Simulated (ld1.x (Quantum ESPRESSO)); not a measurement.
**Before and after: RRKJ potential for copper**

Cu, norm-conserving RRKJ (Kleinman–Bylander form), made with ld1.x (Quantum ESPRESSO) 7.5 (Wu–Cohen, non-relativistic). Core [Ar], reference 3d10 4s0 4p0 (charge +1). Waves: 4p (bound, empty): rc 2.95 bohr; 3d (bound): rc 1.15 bohr; 4s (bound, empty): rc 2.35 bohr. Local part: the s channel. Core correction: Bessel-smoothed model core inside 0.70 bohr.

Change: core correction none.

Cutoffs: the cutoffs (Ry, on a coarse ladder) from which the occupation-weighted sum of valence levels, in a spherical-Bessel basis at the reference potential, stays within 10 and 1 mRy of its value at 400 Ry; they do not see the model core or the augmentation charge, which bear on the density cutoff. Errors are all-electron minus pseudo energies relative to the spin-unpolarised reference configuration.

Problem. How do hardness, ghosts and transferability respond?

Solution. The potential gets neither clearly harder nor softer (140 Ry and 200 Ry → 140 Ry and 200 Ry); of the 7 tests that both files solve, the error grows in 0 and shrinks in 3 by more than 15 % and 0.3 meV (median size 320.8 → 277.0 meV); neither file shows a bound ghost.

| quantity | base | changed |
| --- | --- | --- |
| cutoff, loose | 140 Ry | 140 Ry |
| cutoff, tight | 200 Ry | 200 Ry |
| bound ghosts | none | none |
| error for 3d10 4s1 4p0, meV [ΔE -7.84 eV] | -16 | -1.4 |
| error for 3d9 4s0 4p0, meV [ΔE 21.49 eV] | -321 | -277 |
| error for 3d8 4s0 4p0, meV [ΔE 60.79 eV] | -1761 | -1513 |
| error for 3d10 4s0 4p1, meV [ΔE -3.83 eV] | -4.3 | +2.2 |
| error for 3d9 4s1 4p1, meV [ΔE -0.70 eV] | -403 | -357 |
| error for 3d10 4s0.5 4p0, meV [ΔE -4.80 eV] | -4.8 | +1.0 |
| error for 3d9 4s1 4p0, meV [ΔE 4.02 eV] | -341 | -309 |
| s: phases at 3.20 bohr within 0.05 rad from the reference energy up to (Ry; the scan ends near 5) | 1.1 | 1.1 |
| p: phases at 3.20 bohr within 0.05 rad from the reference energy up to (Ry; the scan ends near 5) | 2.4 | 2.4 |
| d: phases at 3.20 bohr within 0.05 rad from the reference energy up to (Ry; the scan ends near 5) | 0.1 | 0.1 |
